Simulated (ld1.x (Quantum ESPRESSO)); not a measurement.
## gold: one change to an RRKJ potential, before and after

```
Element                 : Au (Z = 79)
Generator               : ld1.x (Quantum ESPRESSO) 7.5
Type                    : norm-conserving RRKJ (Kleinman–Bylander form)
Functional              : PBE
Relativity              : scalar-relativistic
Frozen core             : [Kr] 4d10 4f14 5s2
Valence charge          : 17
Reference configuration : 5p6 5d10 6s1 6p0
Partial waves           : 5p (bound): rc 1.85 bohr; 5d (bound): rc 2.30 bohr; 6s (bound): rc 2.35 bohr
Local potential         : the s channel
Core correction         : a·sin(br)/r model core inside 1.25 bohr
rho0                    : 0.001
```

All-electron outer shells of the reference configuration (PBE, scalar-relativistic, ld1.x):

| shell | level (eV) | outermost node (bohr) | outermost maximum (bohr) |
| --- | --- | --- | --- |
| 5s | -108.37 | 0.48 | 0.84 |
| 4f | -81.12 | – | 0.37 |
| 5p | -59.78 | 0.52 | 0.96 |
| 5d | -6.88 | 0.56 | 1.21 |
| 6s | -5.76 | 1.11 | 2.32 |
| 6p | -0.77 | 1.32 | 3.64 |

Change: local potential all-electron potential smoothed inside 1.60 bohr (lloc = -1).

Cutoffs: the cutoffs (Ry, on a coarse ladder) from which the occupation-weighted sum of valence levels, in a spherical-Bessel basis at the reference potential, stays within 10 and 1 mRy of its value at 400 Ry; they do not see the model core or the augmentation charge, which bear on the density cutoff. Errors are all-electron minus pseudo energies relative to the spin-unpolarised reference configuration.

Q: How do hardness, ghosts and transferability respond?

A: The potential gets neither clearly harder nor softer (35 Ry and 45 Ry → 35 Ry and 40 Ry); a bound ghost appears in s, which as a rule spoils a file; of the 7 tests that both files solve, the error grows in 0 and shrinks in 5 by more than 15 % and 0.3 meV (median size 58.3 → 11.9 meV); the range in which the d phases agree widens (upper end 1.4 → 2.8). In the separable form a ghost depends on how the local part lies against the semilocal potential of the channel, so the choice of the local part can create or remove one.

```csv
quantity,base,changed
"cutoff, loose",35 Ry,35 Ry
"cutoff, tight",45 Ry,40 Ry
loose cutoff by channel (10 mRy a level),"p 30 Ry, d 30 Ry, s 8 Ry","s 15 Ry, p 30 Ry, d 30 Ry"
bound ghosts,none,s
"error for 5p6 5d10 6s0 6p0, meV [ΔE 9.41 eV]",-12,-12
"error for 5p6 5d9 6s0 6p0, meV [ΔE 30.62 eV]",-58,-11
"error for 5p6 5d8 6s0 6p0, meV [ΔE 64.49 eV]",-185,+28
"error for 5p6 5d9 6s1 6p0, meV [ΔE 12.12 eV]",-23,+4.6
"error for 5p6 5d10 6s0.5 6p0, meV [ΔE 3.77 eV]",-3.0,-3.1
"error for 5p6 5d7 6s0 6p0, meV [ΔE 112.21 eV]",-364,+165
"error for 5p6 5d10 6s0 6p1, meV [ΔE 5.25 eV]",-454,-104
s: phases at 2.55 bohr within 0.05 rad from the reference energy up to (Ry; the scan ends near 5),3.1,3.2
p: phases at 2.55 bohr within 0.05 rad from the reference energy up to (Ry; the scan ends near 5),-0.8,-0.0
d: phases at 2.55 bohr within 0.05 rad from the reference energy up to (Ry; the scan ends near 5),1.4,2.8
```

 A true bound ghost makes a file unfit for plane-wave use even where its test errors are small: the radial tests pick states by their node count and pass the ghost by.
